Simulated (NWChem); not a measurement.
System: InH₂OCl; SMILES [OH][InH][Cl]

```xyz
5

In    -0.3066     0.3546     0.0000
H     -1.9465     0.8367     0.0000
Cl     0.3026    -1.9082     0.0000
O      1.3353     1.4756     0.0000
H      1.1426     2.4204     0.0000
```
Atoms are numbered in this order, from 1.

Program: NWChem. The geometry was optimised at PBE0/def2-SVP (def2 core potentials past Kr).

Task: What does the run give for TPSS/STO-3G, non-relativistic? Quantities: highest occupied level (eV); orbital gap (eV); dipole (D).

Result: 
| Quantity | Value |
|---|---|
| highest occupied level (eV) | -3.25 |
| orbital gap (eV) | 4.51 |
| dipole (D) | 3.99 |
